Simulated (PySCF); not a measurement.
C3H7BO2, SMILES OB1CC(O)C1.

The structure is a stationary point at B3LYP-D3(BJ)/def2-SVP. This is a generated structure with no PubChem entry under its InChIKey; it may be hypothetical. One conformer was computed; it need not be the lowest.

Method: PySCF with PBE/def2-TZVP.

Isolated molecule, no solvent.

Computed frontier levels, gap, dipole moment and polarisability:
| Item | Result |
|---|---|
| highest occupied level | -5.94 eV |
| lowest empty level | -0.78 eV |
| orbital gap | 5.16 eV |
| dipole moment | 0.91 D |
| quadrupole, principal values (traceless, Buckingham form, about the centre of nuclear charge) | -12.78, -0.56, 13.35 D·Å |
| mean static polarisability | 58.1 bohr³ (8.61 Å³) |
| polarisability, principal values | 48.1, 58.5, 67.8 bohr³ |
